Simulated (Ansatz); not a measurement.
Molecule: CH₆NSi, net charge 0, doublet state. It need not be the lowest isomer of its formula. SMILES: CN[SiH2]
Structure (B3LYP-D3(BJ)/def2-TZVP (Ansatz, a program for electronic structure) minimum search):
```
N
H 1 1.0096
C 1 1.4542 2 113.37
H 3 1.0908 1 109.38 2 -175.21
H 3 1.0929 4 107.56 1 -120.24
H 3 1.0956 4 107.79 5 -116.47
Si 1 1.7278 2 117.78 3 158.53
H 7 1.4918 1 106.33 2 39.35
H 7 1.4931 8 110.56 1 -115.40
```
Charge 0, spin multiplicity 2.

Property: atomisation energy (electronic, to ground-state atoms), in kcal/mol. Valence correlation only, unless marked. UHF or UKS for open shells. Spin-orbit coupling is left out. No relativistic terms. The coupled-cluster limit lacks core correlation, which all-electron functionals hold. CBS(X,Y): correlation extrapolated as X^-3; Hartree-Fock from the larger set. The bracket is a focal-point correction in the basis named.

| level | program | atomisation energy (kcal/mol) | minus last row |
|---|---|---|---|
| HF/6-31G | Ansatz | 455.3 | -252.6 |
| PBE/def2-TZVPD | Ansatz | 715.2 | 7.3 |
| PBE0-D4/def2-TZVPD | Ansatz + dftd4 | 708.3 | 0.4 |
| PBE0/def2-QZVPP | Ansatz | 706.7 | -1.2 |
| r2SCANh/def2-TZVPD | Ansatz | 704.5 | -3.4 |
| r2SCAN0-D4/def2-TZVPD | Ansatz + dftd4 | 700.5 | -7.4 |
| r2SCAN0/def2-TZVPD | Ansatz | 699.6 | -8.3 |
| B2PLYP-D4/def2-TZVPD | Ansatz + dftd4 | 701.9 | -6.0 |
| SCS-MP2/6-31G* | Ansatz | 626.0 | -81.9 |
| SCS-MP2/aug-cc-pV(T+d)Z | Ansatz | 699.7 | -8.2 |
| CCSD(T)/cc-pV(D+d)Z | Ansatz | 646.1 | -61.8 |
| CCSD(T)/aug-cc-pV(T+d)Z | Ansatz | 692.6 | -15.3 |
| RI-MP2/CBS(aug-cc-pV(T+d)Z,aug-cc-pV(Q+d)Z)+[CCSD(T)-MP2]/aug-cc-pV(T+d)Z | Ansatz | 708.7 | 0.8 |
| CCSD(T)/CBS(cc-pV(T+d)Z,cc-pV(Q+d)Z) | Ansatz | 707.8 | -0.1 |
| CCSD(T)/CBS(aug-cc-pV(T+d)Z,aug-cc-pV(Q+d)Z) | Ansatz | 707.9 | 0.0 |
